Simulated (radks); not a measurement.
Values are calculated unless marked as measured or tabulated.
Spherical quantum dot in the effective-mass picture: electrons in a parabolic well V = omega^2 r^2 / 2 with omega = 4.21, all in effective atomic units (hartree* = m*/eps^2 hartree, bohr* = eps/m* bohr), one dielectric constant everywhere. Level of theory: non-relativistic Kohn-Sham, r2SCAN, spin-polarised, spherical densities, generalised Kohn-Sham scheme (a radial shooting solver with Libxc functionals). Levels are named by radial order and angular momentum (1s, 1p, 1d, 2s, ...), and open shells are averaged over m. Results are scaled to m* = 0.429 and eps = 16.4, for which hartree* = 43.4 meV and bohr* = 2.023 nm.

N = 9, configuration 1s2 1p6 1d(up 1, down 0). This is the lowest configuration that the search found. Occupied and some empty levels:

| level | occupation | eigenvalue (meV) | <r> (nm) |
|---|---|---|---|
| 1s up | 1 | 705.99 | 1.285 |
| 1s down | 1 | 708.10 | 1.277 |
| 1p up | 3 | 847.73 | 1.652 |
| 1p down | 3 | 851.64 | 1.648 |
| 1d up | 1 | 1000.2 | 1.935 |
| 1d down | 0 | 1005.1 | 1.931 |
| 2s up | 0 | 1016.8 | 1.761 |
| 2s down | 0 | 1019.9 | 1.762 |
| 1f up | 0 | 1160.3 | 2.174 |
| 1f down | 0 | 1166.4 | 2.169 |
| 2p up | 0 | 1180.6 | 2.026 |
| 2p down | 0 | 1185.1 | 2.017 |

Energy (meV): total 5652.27, kinetic 1598.6, external 2421.3, Hartree 1993.0, exchange-correlation -360.60.
